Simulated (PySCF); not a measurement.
Hg⁺: excitation energy

Hg⁺ [Xe] 4f14 5d10 6s1 (2S) → Hg⁺ [Xe] 4f14 5d10 6p1 (2P), as a difference of total energies. All numbers are calculated (PySCF 2.14, a scalar-relativistic core potential, in aug-cc-pVDZ-PP with ECP60MDF (5s5p4d2f, 54 functions)). Correlated levels: valence: 5s2 5p6 frozen. The calculations carry no spin-orbit coupling.

Task: Order these methods by the excitation energy they give, lowest first.
A. PBE
B. r2SCAN0
C. CAM-B3LYP
D. UHF

Result: D (6.551 eV), C (7.085 eV), B (7.108 eV), A (7.131 eV).

Errors of the correlated levels include the incompleteness of this basis and the frozen core.

For comparison: 7.137 eV (measured; NIST levels, between the centres of gravity of the two terms).
